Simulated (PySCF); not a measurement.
ZnCl⁺ at PBE0

Computed with PBE0; PySCF, scalar-relativistic core potentials, basis sets Zn cc-pVDZ-PP with ECP10, Cl cc-pV(D+d)Z.

- state: ³Π (triplet), unpaired electrons σ ↑, π ↑, a second solution, started from another occupation
- bond length: 2.555 Å
- harmonic wavenumber: 178 cm⁻¹
- force constant: 0.423 mdyn/Å
- rotational constant Be: 0.1143 cm⁻¹
- anharmonicity ωexe: 1.38 cm⁻¹
- vibration–rotation constant αe: 0.00111 cm⁻¹
- energy of the minimum from ground-state Zn⁺ + Cl: -0.72 eV
- bond order (Mayer): 0.41
- dipole moment (positive dipole points towards Cl; it is taken about the centre of mass and depends on that origin): -0.90 D

For an ion De counts to the pair picked by the measured ionisation energies or electron affinities, which need not be the lowest pair at this level.
